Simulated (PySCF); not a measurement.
Species: C6H10O.
Atom-mapped SMILES: `[CH2:1]1[CH2:2][CH2:3][C@H:4]2[O:5][C@H:6]2[CH2:7]1`

Cartesian coordinates in Å at the GFN2-xTB level; atoms count from 1:
```
atom  x, y, z in Å
C1    -0.7568   -1.1338   -0.2190
C2     0.6452   -1.1764    0.3809
C3     1.5033   -0.0589   -0.2126
C4     0.7876    1.2776   -0.1808
O5    -0.0966    1.5645   -1.2324
C6    -0.6609    1.3612    0.0316
C7    -1.4901    0.1178    0.2583
H8    -1.3238   -2.0198    0.0715
H9    -0.6829   -1.1162   -1.3077
H10    0.5783   -1.0520    1.4645
H11    1.1163   -2.1401    0.1799
H12    1.7357   -0.2941   -1.2538
H13    2.4442    0.0249    0.3329
H14    1.3953    2.1278    0.1230
H15   -1.0613    2.2642    0.4918
H16   -2.4423    0.2217   -0.2666
H17   -1.6983    0.0437    1.3286
```

Definitions: NICS(0) = −σiso at the ring centroid; NICS(1) = −σiso and NICS(1)zz = −σzz at ±1 Å along the ring normal z. Level: GIAO PBE0/pcSseg-1 (PySCF, non-relativistic, gas phase) on the GFN2-xTB geometry, one conformer.

Ring bond lengths (Å), with Mayer bond orders in brackets: C1–C2 1.526 (1.03), C2–C3 1.529 (1.04), C3–C4 1.516 (1.00), C4–C6 1.466 (1.00), C6–C7 1.512 (1.01), C7–C1 1.527 (1.03); C4–O5 1.404 (0.90), O5–C6 1.399 (0.92), C6–C4 1.466 (1.00).

What do the NICS probes read (ppm)?

```tsv
ring	type	NICS(0)	NICS(1), two faces	NICS(1)zz, two faces	rms pucker (Å)	centre to ring atoms, mean (Å)
C1–C2–C3–C4–C6–C7	6-membered carbocycle; formal bonds all single	-4.3	-2.2 / -4.2	2.0 / 3.1	0.22	1.47
C4–O5–C6	3-membered ring with O; formal bonds all single	-46.9	-5.6 / -6.8	-23.4 / -22.6	0.00	0.82
```

What do they say, and how far can they be read as aromaticity?

- C1–C2–C3–C4–C6–C7: mean NICS(1)zz 2.6 ppm, near zero. C1, C2, C3, C4, C6, C7 have four or more neighbours, so the value isn't read as a sign of a π ring current.
- C4–O5–C6: mean NICS(1)zz -23.0 ppm, shielded. C4, C6 have four or more neighbours, and the NICS criterion for π rings isn't applied. NICS(0) lies 41 ppm below the mean NICS(1).
